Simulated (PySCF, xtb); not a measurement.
Al(Me)(Cl) (CH3AlCl), SMILES [CH3][Al+][Cl], charge +1.

GFN2-xTB run with xtb at its own geometry gives an orbital gap of 3.95 eV.

Geometry optimised at B3LYP-D3(BJ)/def2-TZVP. The multiplicity is an assumed one; other spin states were not compared. The isomer is the one that the SMILES or the coordinates give; other isomers of the formula were not compared.

Problem. What does HF/def2-TZVPD (PySCF) give? (The exact figures need the calculation; the answer reports its results.)

Solution. gap 13.92 eV (levels -18.35 and -4.43 eV).
